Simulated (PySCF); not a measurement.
A series of substituents X on one scaffold: SiH2(OH)-X. All species are isolated molecules in the gas phase. One relaxed conformer stands for each flexible species; it need not be the lowest. Strings in code marks are SMILES.

All values below come from PBE-D3(BJ)/def2-TZVP // PBE0-D4/def2-TZVP (PySCF). Delta-SCF ions had no search for a lower state. 

| species | vertical ionisation energy (Delta-SCF) (eV) | HOMO (eV) | S1 oscillator strength | LUMO (eV) |
|---|---|---|---|---|
| X = fluoro (`O[SiH2]F` (H–O–Si–F torsion 72°)) | 11.41 | -7.81 | 0.003 | -0.50 |
| X = mercapto (`S[SiH2]O` (H–O–Si–S torsion -52°, O–Si–S–H torsion -65°)) | 9.80 | -6.45 | 0.015 | -0.60 |
| X = boryl (`B[SiH2]O`) | 9.87 | -6.62 | 0.007 | -3.46 |
| X = selanyl (`O[SiH2][SeH]` (H–O–Si–Se torsion 47°, O–Si–Se–H torsion -98°)) | 9.41 | -6.12 | 0.006 | -1.00 |
| X = fluoromethyl (`O[SiH2]CF` (H–O–Si–C torsion 60°, O–Si–C–F torsion -60°)) | 10.13 | -6.84 | 0.002 | -0.78 |
| X = siloxy (`O[SiH2]O[SiH3]` (H–O–Si–O torsion 72°, O–Si–O–Si torsion 68°)) | – | -7.31 | 0.003 | -0.74 |
